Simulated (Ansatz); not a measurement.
A short molecular-dynamics run on C$_{5}$H$_{4}$F$_{6}$, SMILES `F[C@@H]1[C@@H](F)[C@H](F)C(F)(F)[C@@H]1F`.

```yaml
crystal:
  periodic: [false, false, false]
  atoms:
    - {symbol: F, position_ang: [1.438819, -0.915416, -1.717592]}
    - {symbol: C, position_ang: [0.336097, -0.853640, -0.899630]}
    - {symbol: C, position_ang: [-0.461807, 0.440335, -1.132466]}
    - {symbol: F, position_ang: [-1.776283, 0.133335, -1.366888]}
    - {symbol: C, position_ang: [-0.331666, 1.214447, 0.177966]}
    - {symbol: F, position_ang: [-1.352993, 2.073006, 0.409647]}
    - {symbol: C, position_ang: [-0.197161, 0.127845, 1.239978]}
    - {symbol: F, position_ang: [-1.385332, -0.448719, 1.496332]}
    - {symbol: F, position_ang: [0.288027, 0.598790, 2.405983]}
    - {symbol: C, position_ang: [0.748355, -0.869138, 0.568050]}
    - {symbol: F, position_ang: [0.674365, -2.109179, 1.125561]}
    - {symbol: H, position_ang: [-0.312976, -1.706715, -1.114718]}
    - {symbol: H, position_ang: [-0.076577, 0.990867, -1.992896]}
    - {symbol: H, position_ang: [0.612530, 1.773330, 0.164841]}
    - {symbol: H, position_ang: [1.774804, -0.500049, 0.665133]}
basis:
  gaussian: {orbitals: "6-31G*"}
hamiltonian: {xc: {name: revPBE}, dispersion: d4}
md: {timestep: 0.5 fs, n_steps: 20, ensemble: nvt_langevin, temperature: 300, initial_velocities: maxwell_boltzmann, friction: 0.01, seed: 264}
```

```sh
$ ansatz run in.yaml --threads 4 --pin off --events-out ev --progress --plain --max-ram 63488MiB --backend cpu
```

```json
{"step": "0", "time (fs)": "0.0", "potential energy (eV)": "-21543.8885", "kinetic (eV)": "0.5429", "T (K)": "280", "conserved (eV)": "–"}
{"step": "1", "time (fs)": "0.5", "potential energy (eV)": "-21543.8835", "kinetic (eV)": "0.5644", "T (K)": "291", "conserved (eV)": "–"}
{"step": "2", "time (fs)": "1.0", "potential energy (eV)": "-21543.8613", "kinetic (eV)": "0.5348", "T (K)": "276", "conserved (eV)": "–"}
{"step": "3", "time (fs)": "1.5", "potential energy (eV)": "-21543.8280", "kinetic (eV)": "0.5196", "T (K)": "268", "conserved (eV)": "–"}
{"step": "4", "time (fs)": "2.0", "potential energy (eV)": "-21543.7900", "kinetic (eV)": "0.4940", "T (K)": "255", "conserved (eV)": "–"}
{"step": "5", "time (fs)": "2.5", "potential energy (eV)": "-21543.7529", "kinetic (eV)": "0.4637", "T (K)": "239", "conserved (eV)": "–"}
{"step": "6", "time (fs)": "3.0", "potential energy (eV)": "-21543.7204", "kinetic (eV)": "0.4371", "T (K)": "225", "conserved (eV)": "–"}
{"step": "7", "time (fs)": "3.5", "potential energy (eV)": "-21543.6937", "kinetic (eV)": "0.4140", "T (K)": "214", "conserved (eV)": "–"}
{"step": "8", "time (fs)": "4.0", "potential energy (eV)": "-21543.6718", "kinetic (eV)": "0.4090", "T (K)": "211", "conserved (eV)": "–"}
{"step": "9", "time (fs)": "4.5", "potential energy (eV)": "-21543.6534", "kinetic (eV)": "0.4059", "T (K)": "209", "conserved (eV)": "–"}
{"step": "10", "time (fs)": "5.0", "potential energy (eV)": "-21543.6364", "kinetic (eV)": "0.4001", "T (K)": "206", "conserved (eV)": "–"}
{"step": "11", "time (fs)": "5.5", "potential energy (eV)": "-21543.6165", "kinetic (eV)": "0.3892", "T (K)": "201", "conserved (eV)": "–"}
{"step": "12", "time (fs)": "6.0", "potential energy (eV)": "-21543.5910", "kinetic (eV)": "0.3745", "T (K)": "193", "conserved (eV)": "–"}
{"step": "13", "time (fs)": "6.5", "potential energy (eV)": "-21543.5613", "kinetic (eV)": "0.3631", "T (K)": "187", "conserved (eV)": "–"}
{"step": "14", "time (fs)": "7.0", "potential energy (eV)": "-21543.5305", "kinetic (eV)": "0.3221", "T (K)": "166", "conserved (eV)": "–"}
{"step": "15", "time (fs)": "7.5", "potential energy (eV)": "-21543.5036", "kinetic (eV)": "0.3177", "T (K)": "164", "conserved (eV)": "–"}
{"step": "16", "time (fs)": "8.0", "potential energy (eV)": "-21543.4875", "kinetic (eV)": "0.3019", "T (K)": "156", "conserved (eV)": "–"}
{"step": "17", "time (fs)": "8.5", "potential energy (eV)": "-21543.4881", "kinetic (eV)": "0.2905", "T (K)": "150", "conserved (eV)": "–"}
{"step": "18", "time (fs)": "9.0", "potential energy (eV)": "-21543.5073", "kinetic (eV)": "0.3012", "T (K)": "155", "conserved (eV)": "–"}
{"step": "19", "time (fs)": "9.5", "potential energy (eV)": "-21543.5445", "kinetic (eV)": "0.3330", "T (K)": "172", "conserved (eV)": "–"}
{"step": "20", "time (fs)": "10.0", "potential energy (eV)": "-21543.5915", "kinetic (eV)": "0.3799", "T (K)": "196", "conserved (eV)": "–"}
```

Velocities are drawn at the set temperature; a run this short doesn't reach equilibrium.

Frames (Å, forces in eV/Å):

```xyz
15
time=0.0 fs
F     1.439   -0.915   -1.718    0.781   -0.044   -0.563
C     0.336   -0.854   -0.900   -0.187   -0.114    0.035
C    -0.462    0.440   -1.132    0.378    0.207   -0.129
F    -1.776    0.133   -1.367   -0.986   -0.196   -0.048
C    -0.332    1.214    0.178    0.425   -0.080   -0.085
F    -1.353    2.073    0.410   -0.882    0.647    0.167
C    -0.197    0.128    1.240    0.411    0.137   -0.474
F    -1.385   -0.449    1.496   -1.119   -0.576    0.064
F     0.288    0.599    2.406    0.494    0.451    1.027
C     0.748   -0.869    0.568    0.151    0.294   -0.064
F     0.674   -2.109    1.126   -0.095   -0.969    0.440
H    -0.313   -1.707   -1.115   -0.281   -0.274   -0.002
H    -0.077    0.991   -1.993    0.207    0.193   -0.309
H     0.613    1.773    0.165    0.371    0.132   -0.019
H     1.775   -0.500    0.665    0.331    0.193   -0.038
15
time=0.5 fs
F     1.437   -0.913   -1.715    0.937   -0.092   -0.714
C     0.340   -0.854   -0.901   -0.383   -0.153    0.182
C    -0.456    0.439   -1.130    0.270    0.508   -0.751
F    -1.778    0.133   -1.367   -0.755   -0.166    0.020
C    -0.331    1.215    0.177    0.301    0.046   -0.044
F    -1.355    2.073    0.413   -0.858    0.547    0.128
C    -0.197    0.127    1.239    0.415    0.094   -0.479
F    -1.387   -0.448    1.497   -1.025   -0.541    0.022
F     0.288    0.598    2.404    0.506    0.453    1.046
C     0.752   -0.872    0.565   -0.161    0.333   -0.008
F     0.673   -2.109    1.124   -0.099   -1.066    0.462
H    -0.319   -1.704   -1.110   -0.215   -0.250   -0.031
H    -0.072    0.993   -2.013    0.029   -0.080    0.202
H     0.602    1.789    0.165    0.460    0.076   -0.010
H     1.771   -0.506    0.667    0.580    0.292   -0.024
15
time=1.0 fs
F     1.436   -0.910   -1.713    1.093   -0.140   -0.868
C     0.343   -0.854   -0.903   -0.575   -0.197    0.339
C    -0.451    0.438   -1.127    0.124    0.748   -1.309
F    -1.779    0.132   -1.366   -0.528   -0.134    0.087
C    -0.330    1.215    0.177    0.218    0.214    0.007
F    -1.358    2.074    0.416   -0.828    0.442    0.087
C    -0.196    0.127    1.237    0.412    0.056   -0.471
F    -1.389   -0.448    1.497   -0.921   -0.503   -0.022
F     0.289    0.597    2.402    0.515    0.454    1.061
C     0.755   -0.874    0.563   -0.425    0.365    0.053
F     0.672   -2.108    1.123   -0.104   -1.152    0.477
H    -0.324   -1.701   -1.104   -0.150   -0.224   -0.061
H    -0.068    0.993   -2.031   -0.109   -0.296    0.636
H     0.593    1.805    0.165    0.498   -0.012   -0.003
H     1.768   -0.513    0.669    0.782    0.378   -0.014
15
time=1.5 fs
F     1.435   -0.907   -1.711    1.247   -0.185   -1.020
C     0.347   -0.853   -0.905   -0.773   -0.268    0.485
C    -0.446    0.437   -1.124   -0.046    0.936   -1.777
F    -1.781    0.131   -1.366   -0.307   -0.100    0.149
C    -0.329    1.215    0.176    0.164    0.402    0.069
F    -1.360    2.074    0.419   -0.798    0.337    0.046
C    -0.195    0.126    1.235    0.391    0.019   -0.439
F    -1.392   -0.447    1.497   -0.806   -0.463   -0.071
F     0.289    0.596    2.400    0.523    0.451    1.064
C     0.758   -0.876    0.560   -0.651    0.398    0.120
F     0.672   -2.108    1.122   -0.105   -1.220    0.486
H    -0.330   -1.699   -1.100   -0.069   -0.177   -0.083
H    -0.064    0.993   -2.047   -0.214   -0.456    0.981
H     0.585    1.822    0.166    0.506   -0.118   -0.004
H     1.767   -0.518    0.670    0.937    0.442   -0.006
15
time=2.0 fs
F     1.434   -0.904   -1.710    1.391   -0.224   -1.162
C     0.350   -0.853   -0.907   -0.982   -0.381    0.606
C    -0.440    0.436   -1.122   -0.241    1.076   -2.146
F    -1.783    0.130   -1.366   -0.092   -0.065    0.203
C    -0.328    1.215    0.175    0.137    0.613    0.123
F    -1.362    2.075    0.422   -0.765    0.228    0.005
C    -0.194    0.126    1.233    0.350   -0.009   -0.370
F    -1.394   -0.447    1.497   -0.676   -0.421   -0.124
F     0.289    0.595    2.399    0.525    0.439    1.045
C     0.762   -0.878    0.557   -0.840    0.421    0.190
F     0.671   -2.107    1.121   -0.098   -1.266    0.487
H    -0.336   -1.698   -1.097    0.040   -0.092   -0.087
H    -0.060    0.992   -2.060   -0.288   -0.563    1.239
H     0.577    1.838    0.168    0.491   -0.241   -0.008
H     1.768   -0.522    0.672    1.048    0.484   -0.001
15
time=2.5 fs
F     1.434   -0.902   -1.708    1.522   -0.261   -1.293
C     0.353   -0.852   -0.908   -1.184   -0.497    0.707
C    -0.435    0.435   -1.120   -0.453    1.150   -2.418
F    -1.785    0.129   -1.366    0.105   -0.032    0.251
C    -0.327    1.214    0.175    0.119    0.850    0.172
F    -1.365    2.075    0.426   -0.724    0.114   -0.036
C    -0.193    0.125    1.230    0.284   -0.030   -0.269
F    -1.397   -0.447    1.498   -0.527   -0.373   -0.184
F     0.289    0.594    2.397    0.525    0.421    1.010
C     0.766   -0.879    0.554   -0.958    0.433    0.267
F     0.669   -2.107    1.120   -0.086   -1.290    0.481
H    -0.342   -1.697   -1.096    0.158    0.006   -0.084
H    -0.057    0.989   -2.070   -0.327   -0.615    1.409
H     0.570    1.855    0.169    0.462   -0.373   -0.010
H     1.770   -0.524    0.672    1.086    0.499   -0.003
15
time=3.0 fs
F     1.433   -0.899   -1.707    1.646   -0.299   -1.422
C     0.355   -0.851   -0.910   -1.370   -0.606    0.810
C    -0.429    0.435   -1.119   -0.675    1.179   -2.585
F    -1.786    0.129   -1.366    0.276   -0.006    0.291
C    -0.326    1.213    0.174    0.105    1.098    0.226
F    -1.367    2.076    0.430   -0.680   -0.003   -0.077
C    -0.191    0.124    1.228    0.196   -0.052   -0.164
F    -1.399   -0.446    1.498   -0.369   -0.324   -0.246
F     0.289    0.593    2.396    0.526    0.404    0.973
C     0.769   -0.881    0.552   -0.978    0.472    0.349
F     0.668   -2.108    1.119   -0.067   -1.299    0.470
H    -0.349   -1.696   -1.094    0.272    0.095   -0.084
H    -0.057    0.985   -2.077   -0.330   -0.619    1.491
H     0.563    1.871    0.171    0.429   -0.508   -0.016
H     1.775   -0.525    0.674    1.018    0.468   -0.015
15
time=3.5 fs
F     1.433   -0.897   -1.706    1.769   -0.337   -1.554
C     0.358   -0.851   -0.912   -1.535   -0.699    0.937
C    -0.424    0.435   -1.119   -0.899    1.181   -2.661
F    -1.788    0.129   -1.366    0.425    0.016    0.323
C    -0.325    1.212    0.173    0.089    1.319    0.280
F    -1.369    2.077    0.433   -0.637   -0.114   -0.115
C    -0.188    0.123    1.225    0.103   -0.051   -0.050
F    -1.402   -0.446    1.499   -0.218   -0.281   -0.306
F     0.290    0.593    2.395    0.524    0.381    0.923
C     0.773   -0.882    0.549   -0.875    0.551    0.435
F     0.667   -2.108    1.117   -0.042   -1.299    0.455
H    -0.355   -1.695   -1.091    0.373    0.163   -0.093
H    -0.057    0.980   -2.080   -0.306   -0.584    1.495
H     0.556    1.885    0.173    0.406   -0.631   -0.025
H     1.783   -0.523    0.675    0.824    0.385   -0.043
15
time=4.0 fs
F     1.432   -0.894   -1.706    1.892   -0.374   -1.685
C     0.360   -0.850   -0.914   -1.692   -0.777    1.071
C    -0.419    0.435   -1.119   -1.134    1.138   -2.655
F    -1.789    0.129   -1.366    0.558    0.037    0.350
C    -0.324    1.211    0.172    0.048    1.491    0.331
F    -1.371    2.078    0.437   -0.590   -0.218   -0.152
C    -0.186    0.121    1.222   -0.002   -0.029    0.071
F    -1.404   -0.446    1.499   -0.069   -0.241   -0.364
F     0.290    0.592    2.394    0.520    0.352    0.865
C     0.776   -0.883    0.546   -0.689    0.628    0.540
F     0.665   -2.108    1.117   -0.013   -1.274    0.427
H    -0.361   -1.693   -1.088    0.460    0.221   -0.111
H    -0.059    0.975   -2.080   -0.256   -0.509    1.423
H     0.549    1.898    0.175    0.410   -0.718   -0.032
H     1.793   -0.519    0.676    0.557    0.273   -0.080
15
time=4.5 fs
F     1.432   -0.891   -1.705    2.004   -0.410   -1.806
C     0.362   -0.849   -0.917   -1.831   -0.831    1.202
C    -0.415    0.436   -1.119   -1.385    1.025   -2.552
F    -1.791    0.128   -1.366    0.675    0.057    0.373
C    -0.323    1.211    0.171   -0.014    1.629    0.383
F    -1.373    2.078    0.440   -0.535   -0.316   -0.187
C    -0.183    0.120    1.219   -0.125    0.000    0.190
F    -1.407   -0.445    1.499    0.084   -0.199   -0.422
F     0.290    0.592    2.394    0.519    0.325    0.812
C     0.779   -0.883    0.544   -0.478    0.683    0.645
F     0.664   -2.108    1.116    0.026   -1.218    0.390
H    -0.366   -1.692   -1.084    0.538    0.272   -0.132
H    -0.062    0.967   -2.075   -0.173   -0.384    1.255
H     0.543    1.909    0.176    0.431   -0.776   -0.034
H     1.804   -0.514    0.678    0.266    0.143   -0.118
15
time=5.0 fs
F     1.432   -0.888   -1.705    2.093   -0.443   -1.909
C     0.364   -0.848   -0.918   -1.938   -0.855    1.318
C    -0.410    0.438   -1.120   -1.641    0.839   -2.333
F    -1.792    0.128   -1.366    0.771    0.076    0.390
C    -0.322    1.211    0.170   -0.090    1.733    0.439
F    -1.375    2.079    0.444   -0.476   -0.407   -0.221
C    -0.180    0.118    1.217   -0.248    0.035    0.308
F    -1.409   -0.445    1.499    0.233   -0.157   -0.480
F     0.290    0.591    2.393    0.516    0.300    0.760
C     0.782   -0.883    0.542   -0.265    0.723    0.735
F     0.662   -2.109    1.115    0.068   -1.145    0.350
H    -0.370   -1.691   -1.082    0.604    0.308   -0.150
H    -0.067    0.959   -2.067   -0.057   -0.203    0.980
H     0.537    1.918    0.175    0.465   -0.811   -0.033
H     1.815   -0.508    0.678   -0.033    0.007   -0.155
15
time=5.5 fs
F     1.432   -0.885   -1.704    2.155   -0.473   -1.988
C     0.365   -0.848   -0.920   -1.994   -0.833    1.415
C    -0.406    0.440   -1.120   -1.902    0.593   -1.998
F    -1.793    0.128   -1.366    0.852    0.095    0.399
C    -0.320    1.211    0.169   -0.161    1.813    0.481
F    -1.377    2.080    0.447   -0.423   -0.486   -0.252
C    -0.177    0.117    1.214   -0.362    0.066    0.414
F    -1.412   -0.445    1.500    0.380   -0.116   -0.534
F     0.291    0.590    2.392    0.511    0.278    0.713
C     0.785   -0.883    0.540   -0.084    0.744    0.813
F     0.661   -2.110    1.115    0.112   -1.060    0.309
H    -0.373   -1.688   -1.079    0.638    0.308   -0.173
H    -0.072    0.950   -2.057    0.085    0.027    0.610
H     0.531    1.926    0.174    0.500   -0.835   -0.026
H     1.827   -0.501    0.678   -0.307   -0.122   -0.185
15
time=6.0 fs
F     1.432   -0.882   -1.705    2.196   -0.500   -2.046
C     0.367   -0.848   -0.921   -1.998   -0.764    1.491
C    -0.403    0.442   -1.122   -2.166    0.302   -1.573
F    -1.794    0.128   -1.366    0.918    0.113    0.404
C    -0.320    1.211    0.168   -0.226    1.864    0.518
F    -1.379    2.080    0.451   -0.374   -0.554   -0.281
C    -0.174    0.116    1.212   -0.469    0.103    0.505
F    -1.414   -0.445    1.499    0.521   -0.077   -0.582
F     0.291    0.589    2.392    0.503    0.255    0.665
C     0.789   -0.883    0.538    0.047    0.739    0.883
F     0.659   -2.112    1.114    0.162   -0.962    0.264
H    -0.375   -1.685   -1.077    0.638    0.273   -0.198
H    -0.077    0.940   -2.046    0.247    0.291    0.169
H     0.525    1.932    0.172    0.538   -0.845   -0.015
H     1.837   -0.494    0.677   -0.536   -0.239   -0.203
15
time=6.5 fs
F     1.433   -0.879   -1.705    2.209   -0.521   -2.077
C     0.367   -0.848   -0.922   -1.954   -0.661    1.533
C    -0.400    0.444   -1.123   -2.427   -0.023   -1.070
F    -1.795    0.127   -1.366    0.974    0.131    0.403
C    -0.319    1.212    0.167   -0.295    1.873    0.555
F    -1.381    2.080    0.455   -0.325   -0.613   -0.309
C    -0.171    0.115    1.210   -0.574    0.153    0.573
F    -1.417   -0.445    1.499    0.657   -0.041   -0.623
F     0.292    0.588    2.392    0.493    0.235    0.626
C     0.792   -0.882    0.537    0.122    0.701    0.938
F     0.658   -2.113    1.114    0.213   -0.856    0.218
H    -0.375   -1.682   -1.077    0.613    0.217   -0.219
H    -0.081    0.932   -2.034    0.423    0.575   -0.329
H     0.521    1.937    0.170    0.582   -0.834   -0.005
H     1.846   -0.488    0.675   -0.711   -0.338   -0.214
15
time=7.0 fs
F     1.435   -0.876   -1.706    2.189   -0.535   -2.075
C     0.368   -0.849   -0.923   -1.853   -0.524    1.539
C    -0.398    0.446   -1.125   -2.667   -0.355   -0.544
F    -1.796    0.126   -1.366    1.027    0.152    0.398
C    -0.318    1.213    0.166   -0.362    1.865    0.583
F    -1.382    2.081    0.459   -0.267   -0.665   -0.336
C    -0.169    0.114    1.209   -0.685    0.194    0.630
F    -1.419   -0.445    1.498    0.788   -0.006   -0.661
F     0.293    0.587    2.391    0.486    0.220    0.599
C     0.796   -0.881    0.536    0.153    0.643    0.964
F     0.657   -2.114    1.114    0.265   -0.752    0.177
H    -0.373   -1.679   -1.077    0.561    0.141   -0.234
H    -0.085    0.925   -2.024    0.591    0.851   -0.827
H     0.518    1.940    0.169    0.615   -0.809    0.003
H     1.854   -0.482    0.673   -0.843   -0.420   -0.217
15
time=7.5 fs
F     1.436   -0.872   -1.707    2.151   -0.544   -2.051
C     0.368   -0.850   -0.923   -1.709   -0.346    1.524
C    -0.396    0.448   -1.127   -2.869   -0.658   -0.069
F    -1.797    0.126   -1.366    1.075    0.175    0.390
C    -0.317    1.214    0.165   -0.431    1.834    0.603
F    -1.384    2.082    0.462   -0.192   -0.714   -0.363
C    -0.165    0.113    1.207   -0.807    0.236    0.680
F    -1.422   -0.445    1.497    0.917    0.027   -0.695
F     0.294    0.586    2.391    0.480    0.208    0.577
C     0.799   -0.880    0.535    0.138    0.559    0.959
F     0.655   -2.116    1.113    0.317   -0.647    0.142
H    -0.370   -1.675   -1.080    0.480    0.034   -0.244
H    -0.087    0.920   -2.017    0.731    1.086   -1.260
H     0.517    1.940    0.167    0.642   -0.763    0.014
H     1.860   -0.476    0.670   -0.922   -0.486   -0.208
15
time=8.0 fs
F     1.438   -0.869   -1.708    2.092   -0.548   -2.004
C     0.368   -0.851   -0.923   -1.521   -0.151    1.484
C    -0.394    0.451   -1.129   -3.021   -0.893    0.317
F    -1.797    0.125   -1.366    1.117    0.198    0.375
C    -0.317    1.215    0.165   -0.505    1.760    0.616
F    -1.386    2.082    0.466   -0.111   -0.754   -0.389
C    -0.162    0.112    1.206   -0.928    0.288    0.723
F    -1.424   -0.446    1.497    1.038    0.057   -0.726
F     0.295    0.586    2.391    0.474    0.196    0.558
C     0.802   -0.879    0.535    0.046    0.441    0.939
F     0.654   -2.117    1.113    0.367   -0.541    0.107
H    -0.365   -1.670   -1.084    0.378   -0.094   -0.249
H    -0.087    0.916   -2.011    0.828    1.257   -1.588
H     0.518    1.939    0.164    0.670   -0.695    0.030
H     1.863   -0.472    0.667   -0.924   -0.520   -0.192
15
time=8.5 fs
F     1.440   -0.866   -1.710    2.004   -0.547   -1.932
C     0.367   -0.851   -0.923   -1.298    0.038    1.411
C    -0.394    0.452   -1.131   -3.099   -1.037    0.576
F    -1.798    0.124   -1.366    1.150    0.222    0.355
C    -0.316    1.217    0.164   -0.574    1.663    0.610
F    -1.387    2.083    0.470   -0.022   -0.784   -0.414
C    -0.160    0.111    1.205   -1.028    0.337    0.770
F    -1.426   -0.446    1.496    1.146    0.085   -0.754
F     0.296    0.585    2.390    0.466    0.183    0.536
C     0.806   -0.878    0.535   -0.110    0.312    0.905
F     0.653   -2.119    1.114    0.411   -0.446    0.075
H    -0.361   -1.667   -1.089    0.268   -0.222   -0.251
H    -0.084    0.916   -2.009    0.867    1.341   -1.766
H     0.520    1.935    0.160    0.678   -0.624    0.049
H     1.863   -0.470    0.664   -0.861   -0.524   -0.169
15
time=9.0 fs
F     1.442   -0.863   -1.712    1.894   -0.544   -1.842
C     0.366   -0.852   -0.923   -1.058    0.221    1.324
C    -0.395    0.454   -1.134   -3.086   -1.069    0.671
F    -1.798    0.124   -1.366    1.174    0.248    0.331
C    -0.316    1.219    0.164   -0.643    1.547    0.593
F    -1.389    2.083    0.474    0.080   -0.807   -0.436
C    -0.157    0.110    1.204   -1.117    0.384    0.808
F    -1.428   -0.447    1.495    1.246    0.112   -0.780
F     0.297    0.584    2.390    0.457    0.170    0.516
C     0.809   -0.876    0.535   -0.327    0.170    0.854
F     0.652   -2.120    1.114    0.449   -0.360    0.047
H    -0.356   -1.664   -1.094    0.161   -0.347   -0.254
H    -0.079    0.918   -2.009    0.839    1.321   -1.762
H     0.526    1.930    0.156    0.664   -0.550    0.066
H     1.861   -0.470    0.660   -0.731   -0.497   -0.137
15
time=9.5 fs
F     1.444   -0.859   -1.714    1.764   -0.540   -1.735
C     0.364   -0.853   -0.923   -0.815    0.385    1.216
C    -0.396    0.455   -1.136   -2.971   -0.965    0.542
F    -1.798    0.124   -1.367    1.186    0.271    0.305
C    -0.315    1.222    0.164   -0.708    1.410    0.573
F    -1.391    2.083    0.477    0.187   -0.821   -0.456
C    -0.155    0.110    1.203   -1.203    0.430    0.828
F    -1.429   -0.447    1.494    1.337    0.136   -0.799
F     0.298    0.583    2.390    0.450    0.158    0.498
C     0.813   -0.875    0.535   -0.603    0.009    0.807
F     0.651   -2.121    1.115    0.482   -0.279    0.018
H    -0.352   -1.663   -1.098    0.067   -0.456   -0.256
H    -0.072    0.923   -2.014    0.723    1.172   -1.522
H     0.532    1.923    0.153    0.639   -0.468    0.082
H     1.857   -0.472    0.656   -0.534   -0.441   -0.101
15
time=10.0 fs
F     1.446   -0.856   -1.716    1.615   -0.533   -1.609
C     0.363   -0.854   -0.922   -0.586    0.524    1.080
C    -0.398    0.456   -1.138   -2.763   -0.752    0.227
F    -1.798    0.124   -1.367    1.191    0.291    0.278
C    -0.314    1.224    0.164   -0.758    1.256    0.537
F    -1.392    2.083    0.480    0.287   -0.825   -0.470
C    -0.153    0.109    1.203   -1.282    0.487    0.835
F    -1.430   -0.448    1.493    1.415    0.154   -0.810
F     0.299    0.583    2.391    0.441    0.143    0.481
C     0.815   -0.874    0.535   -0.929   -0.185    0.756
F     0.650   -2.123    1.115    0.511   -0.200   -0.011
H    -0.348   -1.662   -1.103   -0.009   -0.542   -0.251
H    -0.063    0.931   -2.024    0.529    0.917   -1.085
H     0.540    1.915    0.150    0.609   -0.382    0.098
H     1.851   -0.475    0.651   -0.270   -0.353   -0.055
```

Hardware: 4 threads of an AMD EPYC 7R13 on a shared host. Wall time 44 s, peak host memory 0.29 GiB.
